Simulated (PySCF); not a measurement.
**Electronic structure of C²⁺ (carbon, charge +2) at the UHF level**

Configuration: [He] 2s1 2p1, high-spin 3P determinant (an excited configuration). Calculation: PySCF 2.14, in x2c-TZVPPall with one added diffuse shell each of s, p, d type (6s4p3d1f, 40 functions); the spin-free X2C one-electron Hamiltonian (Gaussian nucleus).

```json
{
  "Total energy": "-36.251258 hartree",
  "One-electron energy": "-43.9892 hartree",
  "Hartree (Coulomb) energy": "12.2203 hartree",
  "Exchange energy": "-4.4824 hartree",
  "⟨S²⟩": "2.0000",
  "⟨L²⟩": "2.008",
  "Sum of ⟨r⟩": "3.194 bohr",
  "Sum of ⟨r²⟩": "4.419 bohr²",
  "Traceless quadrupole moment −½Σ⟨3z² − r²⟩ along its main axis": "-0.910 e·bohr²",
  "Langevin diamagnetic susceptibility": "-3.50 ×10⁻⁶ cm³/mol"
}
```

```json
{"shell": "1s α", "electrons": "1", "mean orbital energy (eV)": "-343.97", "rms radius, mean of both spins (bohr)": "0.311"}
{"shell": "1s β", "electrons": "1", "mean orbital energy (eV)": "-340.96", "rms radius, mean of both spins (bohr)": "0.311"}
{"shell": "2s α", "electrons": "1", "mean orbital energy (eV)": "-49.540", "rms radius, mean of both spins (bohr)": "1.47"}
{"shell": "2p α", "electrons": "1", "mean orbital energy (eV)": "-41.414", "rms radius, mean of both spins (bohr)": "1.44"}
```

Spin-orbit constants ζ (cm⁻¹) from the X2C one-electron operator on these orbitals: bare nucleus, nucleus screened by l(l+1)(2l+1)/3 electrons, and screened by the Breit-Pauli mean field of the electrons.

| shell | bare | screened nucleus | mean field |
| --- | --- | --- | --- |
| 2p | 99.65 | 66.43 | 55.01 |

To first order the Landé constant is A = 27.50 cm⁻¹, so the lowest level has J = 0 and lies 0.00682 eV below the centre of the term. This holds in LS coupling only.
